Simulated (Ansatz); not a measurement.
B₂Cl₂F₂H₂ (`Cl[B@H-]1[F+][B@H-](Cl)[F+]1`) at its PBE0-D4/def2-TZVP geometry, where that method's forces vanish. Total charge 0; spin multiplicity 1.

```xyz
8

Cl    1.1364   -0.6190    2.1523
B    -0.1325   -0.0010    1.1083
F     0.4284    0.9685    0.0522
B     0.1324    0.0011   -1.1083
Cl   -1.1360    0.6188   -2.1529
F    -0.4289   -0.9683   -0.0522
H    -1.1385    0.4193    1.5703
H     1.1387   -0.4194   -1.5697
```

(1) What forces (eV/Å) does r2SCAN-D4/def2-TZVPP give on these atoms in the Gaussian-basis code of Ansatz? (An estimate is asked.)

Answers

(1) Computed: 
```
Cl1  0.066 -0.032  0.045
B2  -0.126  0.045  0.194
F3   0.091  0.204  0.011
B4   0.127 -0.045 -0.194
Cl5 -0.066  0.032 -0.045
F6  -0.090 -0.204 -0.011
H7   0.028 -0.011 -0.019
H8  -0.028  0.011  0.019
```
